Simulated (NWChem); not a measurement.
System: C3H2N2O; SMILES O=C1C=NC=N1

```xyz
8

O      0.0814    -1.9742     0.0000
C      0.0009    -0.7837     0.0000
C      1.1428     0.2374     0.0000
N      0.6657     1.4163     0.0000
C     -0.7685     1.1971     0.0000
N     -1.1946    -0.0047     0.0000
H      2.2098    -0.0033     0.0000
H     -1.4222     2.0749     0.0000
```
Atoms are numbered in this order, from 1.

All runs: NWChem. Structure relaxed at the PBE0/def2-SVP level. Level: PBE0/def2-SVP with SMD (1 M gas to 1 M solution), gas-phase geometry.

For solvent toluene:

```yaml
solvation free energy (kcal/mol): -7.3
cavity-dispersion-structure term (kcal/mol): -2.7
dipole in solution (D): 2.34
```

### Question
Estimate the same quantities for solvent water.

### Answer
| Property | Value |
|---|---|
| solvation free energy (kcal/mol) | -9.3 |
| cavity-dispersion-structure term (kcal/mol) | 0.4 |
| dipole in solution (D) | 2.87 |
